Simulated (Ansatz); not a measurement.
Consider the redistribution: `C[O][Mg][Cl]` + `CO[SiH](F)[SiH3]` → `C[O][Mg][O]C` + `F[SiH]([SiH3])Cl`.

Calculated with Ansatz (gas phase, PBE0-D4/def2-TZVP geometries, no zero-point term in ΔE). CBS: MP2 limit from def2 TZ/QZ plus the TZ coupled-cluster correction, frozen cores. Functionals use def2-TZVPP. For Mg outer-core shells are correlated without core-valence functions, which leaves a few kJ/mol of doubt a bond. One conformer a species, not always the lowest.

| level | ΔE (kJ/mol) |
| --- | --- |
| PBE-D4 | 83.9 |
| r2SCAN-D4 | 91.1 |
| B2PLYP | 91.9 |
| PBE | 83.4 |
| r2SCANh | 92.2 |
| CCSD(T)/def2-SVP | 85.6 |
| HF/def2-QZVPP | 110.6 |
| CCSD/CBS(def2) | 91.8 |

Task: What does CCSD(T)/CBS give? (An estimate is asked.)

Result: The calculation gave: +90.2 kJ/mol. The listed levels differ from it by -6.3, 0.9, 1.7, -6.8, 2.0, -4.6, 20.4, 1.6 kJ/mol.

Largest T1 diagnostic among the species: 0.012.

Leaving LDA and LC-ωPBE aside and taking each functional with its dispersion term where it has one, the values, not all of them listed here, spread over 15.4 kJ/mol, from PBE-D4 to BHLYP-D4. From BLYP to BHLYP (50 % exact exchange), in def2-TZVPP and without D4, ΔE moves by +13.2 kJ/mol. At CCSD(T), def2-SVP lies −4.7 kJ/mol from the extrapolated value and def2-TZVPP +3.6 kJ/mol.
